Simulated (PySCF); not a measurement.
## Nonlinear optical response: 2-ethylpyridine (CCc1ccccn1, C7H9N)

Geometry:
```tsv
atom	x (Å)	y (Å)	z (Å)
C1	-2.557	-0.686	0.444
C2	-1.658	-0.219	-0.694
C3	-0.227	-0.051	-0.262
C4	0.424	1.187	-0.324
C5	1.746	1.281	0.101
C6	2.380	0.138	0.576
C7	1.649	-1.050	0.602
N8	0.388	-1.145	0.198
H9	-3.586	-0.859	0.095
H10	-2.168	-1.623	0.867
H11	-2.593	0.060	1.254
H12	-1.679	-0.967	-1.505
H13	-2.029	0.726	-1.122
H14	-0.106	2.064	-0.703
H15	2.274	2.238	0.061
H16	3.416	0.160	0.921
H17	2.114	-1.973	0.969
```

Computed with PySCF 2.14.0, quadratic response CAM-B3LYP/aug-cc-pVDZ first hyperpolarisability, Taylor convention, gas phase. Geometry: PBE0-D3(BJ)/def2-SVP.

Question: What is the first hyperpolarisability, and how does it disperse?

Answer: In au, Taylor convention; the vector part is βᵢ = ⅓ Σⱼ (βᵢⱼⱼ + βⱼᵢⱼ + βⱼⱼᵢ); β∥ is 3/5 of the vector part along the dipole, the dipole points from − to +:
| process | λ (nm) | β vector norm | β∥ | β HRS | depolarisation ratio |
| --- | --- | --- | --- | --- | --- |
| static β(0;0,0) | ∞ | 73.0 | -18.0 | 32.4 | 4.07 |
| second harmonic β(−2ω;ω,ω) | 1907 | 76.7 | -18.5 | 34.1 | 4.10 |
| Pockels β(−ω;ω,0) | 1907 | 74.2 | -18.1 | – | – |
| second harmonic β(−2ω;ω,ω) | 1064 | 86.2 | -19.7 | 38.3 | 4.18 |
| Pockels β(−ω;ω,0) | 1064 | 77.0 | -18.5 | – | – |

Question: Which lowest excitations, dipole and polarisabilities go with it?

Answer: S1 5.03 eV (f = 0.004); S2 5.43 eV (f = 0.065); S3 5.44 eV (f = 0.002); dipole 1.83 D; isotropic α 89.8 au static, 90.2 au at 1907 nm, 90.8 au at 1064 nm, 91.1 au at 953.5 nm, 94.1 au at 532 nm.
